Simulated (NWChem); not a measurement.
trimethylarsine (C₃H₉As); SMILES C[As](C)C

```xyz
13

C      0.6383     1.5892    -0.5292
As     0.0000     0.0000     0.4783
C      1.0571    -1.3473    -0.5292
C     -1.6954    -0.2418    -0.5292
H      0.5757     1.4287    -1.6246
H      1.6899     1.8013    -0.2522
H      0.0235     2.4692    -0.2552
H      0.9495    -1.2129    -1.6246
H      0.7150    -2.3641    -0.2522
H      2.1267    -1.2550    -0.2552
H     -1.5251    -0.2158    -1.6246
H     -2.1502    -1.2143    -0.2552
H     -2.4049     0.5628    -0.2522
```
Atoms are numbered in this order, from 1.

Level: PBE-D3(BJ)/def2-SVP (NWChem), optimised geometry, unscaled harmonic frequencies. 

List the harmonic frequencies with IR intensities, and the thermochemistry.


```csv
frequency (cm⁻¹),IR intensity (km/mol)
148,0.0
163,0.0
163,0.0
211,0.2
211,0.2
232,0.7
557,2.1
570,17.0
570,17.0
729,0.0
764,1.5
764,1.5
866,15.8
866,15.8
870,33.4
1207,0.4
1207,0.4
1231,3.2
1377,0.0
1383,5.0
1383,5.0
1392,8.7
1392,8.7
1402,8.7
2970,13.3
2972,13.3
2972,13.3
3080,19.7
3081,2.0
3081,2.0
3087,7.2
3087,7.2
3087,0.0
```

The zero-point energy is 67.3 kcal/mol and the thermal correction to the enthalpy at 298.15 K (with zero-point energy) comes out as 72.5 kcal/mol. The heat capacity Cv comes out as 25.5 cal/(mol K) and the entropy at 298.15 K and 1 atm (symmetry number 3) is 80.6 cal/(mol K). The dipole moment is 0.92 D.

Rigid rotor and harmonic oscillator.
